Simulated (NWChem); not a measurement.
Molecule: SbH2O2F; SMILES [Sb]([F])([OH])[OH]

```xyz
6

Sb     0.0783    -0.0859     0.3982
F      0.5430     1.6614    -0.3153
O      0.8913    -1.1414    -1.0454
H      0.5235    -0.9386    -1.9165
O     -1.7461     0.0649    -0.3339
H     -1.8061     0.8416    -0.9084
```
Atoms are numbered in this order, from 1.

Level: PBE0/def2-SVP with def2 effective core potentials on Sb (NWChem), optimised geometry, unscaled harmonic frequencies. def2 effective core potentials on Sb; no spin-orbit coupling.

| frequency (cm⁻¹) | IR intensity (km/mol) |
|---|---|
| 95 | 31.5 |
| 183 | 20.5 |
| 226 | 36.6 |
| 294 | 83.5 |
| 307 | 139.5 |
| 618 | 78.0 |
| 635 | 129.9 |
| 648 | 62.3 |
| 816 | 66.9 |
| 858 | 25.6 |
| 3847 | 83.1 |
| 3860 | 87.0 |

- zero-point energy: 17.7 kcal/mol
- thermal correction to the enthalpy at 298.15 K (with zero-point energy): 22.1 kcal/mol
- heat capacity Cv: 19.0 cal/(mol K)
- entropy at 298.15 K and 1 atm (symmetry number 1): 79.5 cal/(mol K)

Rigid rotor and harmonic oscillator; modes under 100 cm⁻¹ make the entropy uncertain.
